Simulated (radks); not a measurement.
All-electron atom: the magnesium ion Mg2+ in [Ne]. Method: Dirac Kohn-Sham, LDA (Slater exchange, Perdew-Wang correlation), spin-unpolarised, spherical densities, finite nucleus; Fermi nuclear charge, rms radius 3.057 fm; computed with a radial shooting solver on a logarithmic mesh with Libxc functionals.

Unscreened Slater integrals over Kohn-Sham orbitals (eV). Large and small components are both included.

\begin{tabular}{lr}
integral & value \\ \hline
F0(2p3/2,2p3/2) & 36.758 \\
F2(2p3/2,2p3/2) & 16.602 \\
F0(2p3/2,2p1/2) & 36.819 \\
G2(2p3/2,2p1/2) & 16.614 \\
F0(2p3/2,2s1/2) & 35.896 \\
G1(2p3/2,2s1/2) & 21.527 \\
F0(2p3/2,1s1/2) & 52.591 \\
G1(2p3/2,1s1/2) & 6.5418 \\
F0(2p1/2,2p1/2) & 36.881 \\
F0(2p1/2,2s1/2) & 35.950 \\
G1(2p1/2,2s1/2) & 21.536 \\
F0(2p1/2,1s1/2) & 52.784 \\
G1(2p1/2,1s1/2) & 6.5835 \\
F0(2s1/2,2s1/2) & 35.435 \\
F0(2s1/2,1s1/2) & 50.381 \\
G0(2s1/2,1s1/2) & 3.8779 \\
F0(1s1/2,1s1/2) & 195.43 \\
\end{tabular}
